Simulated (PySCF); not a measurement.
C5H7F, SMILES C=C/C(C)=C\F. Geometry optimised at PBE-D3(BJ)/def2-SVP. One conformer was computed; it need not be the lowest.

Question: Give the equilibrium geometry at PBE-D3(BJ)/def2-SVP (PySCF confirms it by a frequency run) as Cartesian coordinates in Å, and its point group. (An estimate is asked for; the answer gives what the named calculation found.)

Answer: Several could match; the one computed here: point group Cs.
```xyz
13

C      0.9560    -2.0922     0.0000
C      0.8687    -0.7421     0.0000
C     -0.3757     0.0251     0.0000
C     -1.7053    -0.6811     0.0000
C     -0.3452     1.3810     0.0000
F      0.8026     2.0823     0.0000
H      0.0645    -2.7387     0.0000
H      1.9341    -2.5959     0.0000
H      1.7952    -0.1450     0.0000
H     -2.5508     0.0337     0.0000
H     -1.8097    -1.3343     0.8919
H     -1.8097    -1.3343    -0.8919
H     -1.2374     2.0293     0.0000
```
